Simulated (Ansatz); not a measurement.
Relaxation of BClH4N2 (8 atoms, charge 0, multiplicity 1), to a largest force component of 0.02 eV/Å in at most 40 steps.

Theory: RKS B3LYP-D4/def2-SVP in Ansatz 0.2.0.

```xyz
8
Properties=species:S:1:pos:R:3
B 0.000 0.000 0.000
Cl 0.000 0.000 1.860
N 1.342 0.000 -0.775
H 1.809 -0.918 -1.027
H 1.794 0.918 -1.053
N -1.342 0.000 -0.775
H -2.011 -0.816 -0.676
H -1.591 0.816 -1.404
```

Task: Where does it end, and by what steps?

Result: It converged. After 12 steps the energy has fallen by 2.311 eV; H4 moved furthest, 1.28 Å.

| step | energy less start (eV) | largest force component (eV/Å) | accepted |
| --- | --- | --- | --- |
| 0 | 0.0000 | 2.377 | yes |
| 1 | -0.8671 | 1.387 | yes |
| 2 | -1.3471 | 0.955 | yes |
| 3 | -1.6541 | 1.069 | yes |
| 4 | -1.8319 | 1.221 | yes |
| 5 | -1.9755 | 0.624 | yes |
| 6 | -2.0965 | 0.666 | yes |
| 7 | -2.2049 | 0.493 | yes |
| 8 | -2.2785 | 0.361 | yes |
| 9 | -2.2977 | 0.203 | yes |
| 10 | -2.3106 | 0.074 | yes |
| 11 | -2.3111 | 0.041 | yes |
| 12 | -2.3112 | 0.003 | yes |

```xyz
8
Properties=species:S:1:pos:R:3
B -0.004 0.030 -0.094
Cl -0.023 0.170 1.707
N 1.244 0.110 -0.743
H 1.361 0.043 -1.746
H 2.105 0.242 -0.232
N -1.239 -0.151 -0.749
H -2.111 -0.204 -0.241
H -1.334 -0.240 -1.752
```

Time of the run: 29 s on 1 thread of INTEL(R) XEON(R) PLATINUM 8581C CPU @ 2.10GHz (Emerald Rapids), with other jobs on the host, peak memory 0.17 GiB.
